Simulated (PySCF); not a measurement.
# Heteronuclear NMR

Molfile (atoms numbered from 1):
```
C7H14N2
     RDKit          3D

 23 23  0  0  0  0  0  0  0  0999 V2000
   -1.6225   -1.1113    0.1841 C   0  0  0  0  0  0  0  0  0  0  0  0
   -1.4243    0.2065   -0.5612 C   0  0  0  0  0  0  0  0  0  0  0  0
   -2.5177    1.2022   -0.1795 C   0  0  0  0  0  0  0  0  0  0  0  0
   -0.0320    0.8121   -0.2930 C   0  0  1  0  0  0  0  0  0  0  0  0
    0.3317    0.8256    1.1756 C   0  0  0  0  0  0  0  0  0  0  0  0
    1.3079    0.0666    1.4688 N   0  0  0  0  0  0  0  0  0  0  0  0
    1.7354   -0.6011    0.3762 N   0  0  0  0  0  0  0  0  0  0  0  0
    3.1148   -0.9947    0.3435 C   0  0  0  0  0  0  0  0  0  0  0  0
    1.1303   -0.0394   -0.8339 C   0  0  0  0  0  0  0  0  0  0  0  0
   -1.6243   -0.9424    1.2586 H   0  0  0  0  0  0  0  0  0  0  0  0
   -0.8277   -1.8165   -0.0446 H   0  0  0  0  0  0  0  0  0  0  0  0
   -2.5722   -1.5617   -0.0966 H   0  0  0  0  0  0  0  0  0  0  0  0
   -1.4960    0.0158   -1.6394 H   0  0  0  0  0  0  0  0  0  0  0  0
   -3.4982    0.7921   -0.4108 H   0  0  0  0  0  0  0  0  0  0  0  0
   -2.3998    2.1353   -0.7273 H   0  0  0  0  0  0  0  0  0  0  0  0
   -2.4818    1.4204    0.8851 H   0  0  0  0  0  0  0  0  0  0  0  0
   -0.0176    1.8243   -0.7102 H   0  0  0  0  0  0  0  0  0  0  0  0
   -0.1870    1.3812    1.9322 H   0  0  0  0  0  0  0  0  0  0  0  0
    3.4045   -1.2946    1.3479 H   0  0  0  0  0  0  0  0  0  0  0  0
    3.2302   -1.8407   -0.3353 H   0  0  0  0  0  0  0  0  0  0  0  0
    3.7749   -0.1813    0.0095 H   0  0  0  0  0  0  0  0  0  0  0  0
    1.8657    0.5738   -1.3737 H   0  0  0  0  0  0  0  0  0  0  0  0
    0.8010   -0.8452   -1.4932 H   0  0  0  0  0  0  0  0  0  0  0  0
  1  2  1  0
  2  3  1  0
  2  4  1  0
  4  5  1  0
  5  6  2  0
  6  7  1  0
  7  8  1  0
  7  9  1  0
  9  4  1  0
  1 10  1  0
  1 11  1  0
  1 12  1  0
  2 13  1  0
  3 14  1  0
  3 15  1  0
  3 16  1  0
  4 17  1  6
  5 18  1  0
  8 19  1  0
  8 20  1  0
  8 21  1  0
  9 22  1  0
  9 23  1  0
M  END
```

- GFN2-xTB geometry
- shielding tensors at PBE0/pcSseg-1 (GIAO)
- run in PySCF
- one averaged value for each set of equivalent atoms, no solvent, single conformer, non-relativistic Hamiltonian

**Question.** Where does ¹⁵N resonate?

**Answer.** 
```
atoms                environment  σ (ppm)  δ (ppm)
   N6             imine nitrogen   -138.6    -20.3
   N7  nitrogen bonded to O or N    120.5   -259.1
```

Shieldings were converted by a linear fit to measured shifts: ¹⁵N (scatter 6.3 ppm rms vs CH3NO2, solution or neat liquid). A few per cent of atoms miss by over 2 rms, more outside the fitted compound classes.

On a 600 MHz spectrometer ¹⁵N resonates near 60.8 MHz, so 1 ppm is 60.8 Hz.
